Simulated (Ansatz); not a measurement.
A nudged elastic band was laid between two geometries of BCl2F + BrH (6 atoms, charge 0, multiplicity 1).

Theory: RKS PBE0-D4/def2-SVP in Ansatz.

```yaml
movable_images: 7
climbing_image: yes
spring: 5.0 eV/Å²
optimiser: quadratic models (default)
start_path: through a guess of the saddle point
force_threshold: 0.05 eV/Å
iteration_limit: 60
end_points: relaxed
```

Initial state:

```xyz
6
Properties=species:S:1:pos:R:3
B 0.001 0.360 -0.139
F 0.005 0.528 1.167
Cl 1.519 0.321 -0.990
Cl -1.523 0.241 -0.970
Br 0.086 -2.870 1.090
H 0.057 -1.863 2.095
```

Final state:

```xyz
6
Properties=species:S:1:pos:R:3
B 0.022 -0.604 -0.505
F 0.014 0.162 2.124
Cl 1.512 0.194 -0.892
Cl -1.511 0.119 -0.878
Br 0.070 -2.394 0.203
H 0.038 -0.760 2.200
```

Task: Which bonds break or form, and what moves?

Result: Bonds broken: B1–F2, Br5–H6. Bonds formed: B1–Br5, F2–H6. BCl2F + BrH becomes BBrCl2 + FH.

Task: What energy profile does the band end with?

Result: The forces met the threshold. The highest image is number 5 of 0 to 8, 117.0 kJ/mol above the first end and 42.3 kJ/mol above the last; the last end lies 74.7 kJ/mol above the first. A vibrational analysis at the climbing image gives one clearly imaginary mode, 824i cm⁻¹: a first-order saddle point. The orbitals stay closed-shell, which can raise the energy where a bond breaks towards radicals; this wasn't checked here.

```csv
image,path coordinate (Å),energy (kJ/mol),B1–F2 (Å),Br5–H6 (Å),B1–Br5 (Å)
0,0.00,0.0,1.32,1.42,3.46
1,0.32,1.3,1.32,1.43,3.32
2,0.64,8.6,1.33,1.43,3.05
3,0.95,32.9,1.35,1.44,2.72
4,1.27,80.9,1.41,1.50,2.40
5,1.59,117.0,1.54,1.70,2.20
6,2.00,94.3,1.84,2.08,2.02
7,2.40,79.4,2.30,2.37,1.95
8,2.81,74.7,2.74,2.58,1.93
```

Task: What is the geometry of the highest image?

Result: 
```xyz
6
Properties=species:S:1:pos:R:3
B 0.017 -0.286 -0.016
F 0.013 0.110 1.474
Cl 1.531 0.184 -0.778
Cl -1.523 0.115 -0.766
Br 0.067 -2.379 0.651
H 0.040 -1.026 1.687
```

Task: What are the harmonic wavenumbers there?

Result: 824i, 149, 181, 269, 295, 405, 433, 701, 732, 995, 1027, 1571 cm⁻¹.

The run took 3.2 min on 2 threads of Intel(R) Xeon(R) 6975P-C (Granite Rapids), with other jobs on the host, peak memory 0.27 GiB.
